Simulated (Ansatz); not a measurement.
`[CH3][Sn][OH]` + `[Cl][Al]([Br])[Br]` → `[CH3][Sn][Br]` + `[OH][Al]([Cl])[Br]` at 600 K and 1 bar (redistribution).

Gas-phase electronic energies from Ansatz, PBE0-D4/def2-TZVP geometries. CCSD(T)/CBS adds triple-zeta CCSD(T) − MP2 to the extrapolated MP2 energy (def2 sets, frozen cores). Elements past krypton have def2 core potentials. For Br, Sn outer-core shells are correlated without core-valence functions, which leaves a few kJ/mol of doubt a bond. Scalar relativity is left out up to krypton. One conformer a species, not always the lowest.

```tsv
species	CCSD(T)/CBS energy (Eh)	H − E (kJ/mol)	S (J/(mol·K))
`[CH3][Sn][OH]`	-329.68108	169.9	379.1
`[Cl][Al]([Br])[Br]`	-5848.64059	51.6	400.5
`[CH3][Sn][Br]`	-2827.25518	134.5	390.4
`[OH][Al]([Cl])[Br]`	-3351.09145	87.9	396.2
```

H − E and S are ideal-gas, rigid-rotor, harmonic terms from PBE0-D4/def2-TZVP, for one conformer and one mirror image of each species. 1 Eh = 2625.50 kJ/mol, R = 8.31446 J/(mol·K).

**Question.** By hand: ΔE, ΔH, ΔS and ΔG.

**Answer.** ΔE = (-2827.25518) + (-3351.09145) − (-329.68108) − (-5848.64059) = -0.02496 Eh = -65.5 kJ/mol. Δ(H − E) = 134.5 + 87.9 − 169.9 − 51.6 = 0.9, so ΔH = -64.6 kJ/mol. ΔS = 390.4 + 396.2 − 379.1 − 400.5 = 7.0 J/(mol·K). ΔG = -64.6 − 600 × (7.0)/1000 = -68.8 kJ/mol.

**Question.** By hand: the equilibrium constant, and the temperature at which ΔG would vanish if ΔH and ΔS stayed fixed.

**Answer.** log₁₀ K = −ΔG/(RT ln 10) = 6.0. ΔH and −TΔS have one sign here, so there is no such temperature.

The number of gas molecules stays the same, so ΔS is small and ΔH decides. A doubt of 5 kJ/mol in ΔE shifts log₁₀ K by 0.4 here. Other conformers and mirror images would add mixing entropy, several J/(mol·K) or more a flexible species. These are equilibria of isolated gas molecules and say nothing of rates. Largest T1 diagnostic: 0.016 (customary marks: 0.02 for closed shells, 0.045 for open ones).

ΔS is within the doubt of such terms, so its sign, and with it that verdict, could turn.
